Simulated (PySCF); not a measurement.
MCl₂ across the 5d metals

Level: PBE0, basis family def2-TZVP, scalar-relativistic core potentials from Rb on and no relativity for lighter atoms.

Each entry is the lowest minimum that a search over a few typed start shapes (and spin states, where more than one is plausible) found, or that minimum re-optimised at the stated level; isomers with ligand–ligand bonds, or fragments after loss of a ligand pair, can lie lower. Open shells are unrestricted; no spin–orbit coupling; PySCF with density fitting.

```csv
molecule,2S+1,point group,mean bond to the central atom (Å),polar-tensor charge of the central atom,distinct angles (°),gap (eV),dipole (D)
WCl₂,5,C2v,2.267,1.10,141,–,1.55
PtCl₂,3,D∞h,2.156,0.83,180,–,0.00
AuCl₂,2,D∞h,2.203,0.58,180,–,0.00
HgCl₂,1,D∞h,2.258,0.90,180,6.63,0.00
```

The bond length does not run in one direction; the largest change, -0.111 Å, falls between WCl₂ and PtCl₂ among the members listed.

The shape changes along the series: C2v for WCl₂; D∞h for PtCl₂ and AuCl₂ and HgCl₂.

Spin–orbit coupling can matter for WCl₂, PtCl₂, AuCl₂, HgCl₂.

Left out of the table are members whose search was unfinished or whose lowest solution was spin-contaminated, unstable, very soft or bonded differently.

Open d and f shells are single-determinant solutions and may miss the true ground state.
